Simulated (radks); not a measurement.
Results of a calculation; reference values are marked as such.
Species: Ir+. Configuration: [Xe] 4f14 5d6.5 6s1 6p0.5 (fractional occupations, a model configuration). Level of theory: scalar-relativistic Kohn-Sham, MS2 meta-GGA, spin-polarised, spherical densities, finite nucleus; open shells are filled with parallel spins first (spin-orbit coupling, left out, can overturn this in heavy ions); meta-GGA in the generalised Kohn-Sham scheme; Fermi nuclear charge, rms radius 5.4032 fm (a radial shooting solver on a logarithmic mesh with Libxc functionals).

X-ray form factor f0, the Fourier transform of the density (f0(0) = 76):

sin(theta)/lambda (1/angstrom),f0 (electrons)
0.05,75.011
0.1,72.406
0.15,68.917
0.2,65.132
0.25,61.370
0.3,57.773
0.4,51.260
0.5,45.685
0.6,40.935
0.8,33.251
1,27.293
1.25,21.842
1.5,18.273
2,14.348
